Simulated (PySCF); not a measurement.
Se(OH)(SMe) (CH4OSSe), SMILES CS[Se]O. Atoms are numbered in the order given.

```xyz
8

Se    -0.4391    -0.1237     0.7564
O     -1.6814     1.0685     0.0900
H     -1.4508     1.9267     0.5022
S      1.3326     0.1359    -0.5061
C      0.9636    -0.8743    -1.9922
H      0.7974    -1.9333    -1.7189
H      1.8524    -0.7955    -2.6507
H      0.0799    -0.4680    -2.5186
```

Coordinates come from a PBE-D3(BJ)/def2-SVP optimisation. The structure was generated by enumeration, and PubChem lists no compound with its InChIKey, so it may never have been made. One conformer was computed; it need not be the lowest.

All values below come from B3LYP/pcSseg-1 run with PySCF.

GIAO shieldings, no solvent; atoms alike by connectivity are averaged. δ = σ(ref) − σ: ⁷⁷Se against Me2Se (σ = 1647.9 ppm); ¹⁷O against H2O (σ = 333.8 ppm); ¹H against TMS (σ = 31.68 ppm); ³³S against H2S (σ = 695.8 ppm); ¹³C against TMS (σ = 181.3 ppm), references at their B3LYP-D3(BJ)/def2-TZVP geometries, non-relativistic.

| nucleus | atoms | count | δ (ppm) |
|---|---|---|---|
| ⁷⁷Se | Se1 | 1 | 1621.9 |
| ¹⁷O | O2 | 1 | 53.8 |
| ¹H | H3 | 1 | 3.39 |
| ¹H | H6, H7, H8 | 3 | 3.14 |
| ³³S | S4 | 1 | 399.1 |
| ¹³C | C5 | 1 | 33.3 |
